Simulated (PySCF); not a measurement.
H8N2OSi2, SMILES N[SiH2][Si@@H](N)O.

Geometry optimised at PBE0-D3(BJ)/def2-SVP. The structure was generated by enumeration; whether it is a known compound was not checked. One conformer was computed; it need not be the lowest.

These are PBE0-D3(BJ)/def2-SVP (PySCF 2.14.0) values and carry that method's errors.

Frequencies are harmonic and unscaled.

Question: Give all harmonic wavenumbers and intensities. (An estimate is asked for; the answer gives what the named calculation found.)

Answer: 
```tsv
mode	ν (cm⁻¹)	IR (km/mol)	moving atoms (share of kinetic energy)
1	54	1.4	N 41 %, H 26 %, O 16 %, Si 16 %
2	132	3.5	N 57 %, H 23 %, O 14 %
3	150	33.2	H 79 %, Si 13 %
4	178	8.3	O 31 %, H 27 %, Si 21 %, N 21 %
5	248	66.9	H 78 %, N 11 %
6	287	37.2	H 43 %, O 24 %, Si 18 %, N 15 %
7	308	40.3	H 47 %, Si 32 %, N 17 %
8	393	25.5	H 73 %, N 14 %
9	424	186.4	H 66 %, N 23 %, Si 9 %
10	433	7.5	Si 62 %, H 30 %
11	503	122.6	H 82 %, N 14 %
12	509	87.9	H 77 %, Si 20 %
13	678	53.8	H 90 %
14	699	18.5	H 94 %
15	763	241.3	H 83 %
16	779	21.1	H 78 %, N 15 %
17	806	69.3	H 29 %, O 24 %, N 24 %, Si 24 %
18	840	49.9	N 39 %, Si 31 %, H 24 %
19	883	114.8	H 40 %, N 21 %, Si 21 %, O 18 %
20	898	243.8	H 75 %, N 13 %, Si 10 %
21	937	132.3	H 64 %, Si 22 %, N 9 %
22	951	0.5	H 66 %, Si 22 %
23	977	103.7	H 94 %
24	1534	39.6	H 89 %, N 11 %
25	1540	61.4	H 90 %, N 10 %
26	2154	152.2	H 97 %
27	2200	192.2	H 97 %
28	2221	102.7	H 97 %
29	3588	21.6	H 96 %
30	3596	21.7	H 96 %
31	3691	29.1	H 91 %, N 9 %
32	3701	36.7	H 91 %, N 9 %
33	3918	78.7	H 94 %
```
